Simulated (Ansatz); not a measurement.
CdMeI (CH₃CdI). The state is a singlet with charge 0. Geometry PBE0-D4/def2-TZVP, basis def2-TZVP, Ansatz.

```json
{"run": "A", "HOMO (eV)": "-8.24", "LUMO (eV)": "-0.31"}
{"run": "B", "HOMO (eV)": "-6.22", "LUMO (eV)": "-1.83"}
{"run": "C", "HOMO (eV)": "-6.50", "LUMO (eV)": "-1.57"}
{"run": "D", "HOMO (eV)": "-9.56", "LUMO (eV)": "0.82"}
{"run": "E", "HOMO (eV)": "-7.51", "LUMO (eV)": "-0.88"}
{"run": "F", "HOMO (eV)": "-6.48", "LUMO (eV)": "-1.70"}
```

In the def2 sets Cd, I take a core potential; there is no spin–orbit coupling.

Task: The runs used B97M-V, BHLYP, PBE, r2SCAN, r2SCAN0, ωB97X-V. Estimate which is which.

Result: A BHLYP (50 % exact exchange); B PBE (0 % exact exchange); C r2SCAN (0 % exact exchange); D ωB97X-V (range-separated); E r2SCAN0 (25 % exact exchange); F B97M-V (0 % exact exchange). Exact exchange lowers occupied and raises empty levels; among semilocal functionals meta-GGAs tend to open the gap a little, and such runs are hard to tell apart. The gap grows from 4.39 eV (PBE) to 10.38 eV (ωB97X-V).
